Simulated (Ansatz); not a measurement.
Gas-phase electronic energies from Ansatz, PBE0-D4/def2-TZVP geometries. CCSD(T)/CBS adds triple-zeta CCSD(T) − MP2 to the extrapolated MP2 energy (def2 sets, frozen cores). Functionals use def2-TZVPP. def2 core potentials past Kr. For Sn outer-core shells are correlated without core-valence functions, which leaves a few kJ/mol of doubt a bond. Each species was taken in one conformer, which may not be the lowest.

`C#[C][Sn]([F])([F])[Cl]` + `[CH3][Al]([CH3])[NH2]` → `[NH2][Sn]([F])([F])[Cl]` + `C#[C][Al]([CH3])[CH3]`  (redistribution)

```
                  species  CAM-B3LYP-D4 energy (Eh)
`C#[C][Sn]([F])([F])[Cl]`                -951.09184
  `[CH3][Al]([CH3])[NH2]`                -378.26909
`[NH2][Sn]([F])([F])[Cl]`                -930.33358
  `C#[C][Al]([CH3])[CH3]`                -399.01383
```

Q: Work out ΔE.

A: ΔE = (-930.33358) + (-399.01383) − (-951.09184) − (-378.26909) = 0.01352 Eh = +35.5 kJ/mol. CCSD(T)/CBS gives +34.8 kJ/mol.

Largest T1 diagnostic among the species: 0.014.

From BLYP to BHLYP (50 % exact exchange), in def2-TZVPP and without D4, ΔE moves by +5.7 kJ/mol. At CCSD(T), def2-SVP lies +5.7 kJ/mol from the extrapolated value and def2-TZVPP +2.9 kJ/mol.
